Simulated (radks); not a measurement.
Species: Zr I. Configuration: [Kr] 4d2 5s2. All-electron calculation, Dirac Kohn-Sham, BLYP, spin-unpolarised, spherical densities, finite nucleus; open shells are shared between the two j in proportion to 2j + 1; Fermi nuclear charge, rms radius 4.2694 fm. Program: a radial shooting solver on a logarithmic mesh with Libxc functionals. Some entries of the table are withheld. Estimate them.

| orbital | occ. | eigenvalue (hartree) | <r^2> (bohr^2) |
|---|---|---|---|
| 1s1/2 | 2 | -654.8810 | (1) |
| 2s1/2 | 2 | -90.71797 | 0.03111 |
| 2p1/2 | 2 | (2) | 0.02359 |
| 2p3/2 | 4 | (3) | 0.02498 |
| 3s1/2 | 2 | -14.85087 | 0.2412 |
| 3p1/2 | 2 | -11.99893 | 0.2416 |
| 3p3/2 | 4 | -11.49627 | 0.2527 |
| 3d3/2 | 4 | -6.46460 | 0.2458 |
| 3d5/2 | 6 | -6.37277 | 0.2495 |
| 4s1/2 | 2 | (4) | 1.667 |
| 4p1/2 | 2 | -1.22883 | 2.088 |
| 4p3/2 | 4 | -1.16312 | 2.188 |
| 5s1/2 | 2 | (5) | 15.93 |
| 4d3/2 | 0.8 | -0.12875 | (6) |
| 4d5/2 | 1.2 | -0.12402 | (7) |

Answer. 
(1) 1s1/2 <r^2> (bohr^2): 0.001852
(2) 2p1/2 eigenvalue (hartree): -83.05534
(3) 2p3/2 eigenvalue (hartree): -79.89809
(4) 4s1/2 eigenvalue (hartree): -1.99435
(5) 5s1/2 eigenvalue (hartree): -0.15800
(6) 4d3/2 <r^2> (bohr^2): 6.574
(7) 4d5/2 <r^2> (bohr^2): 6.754
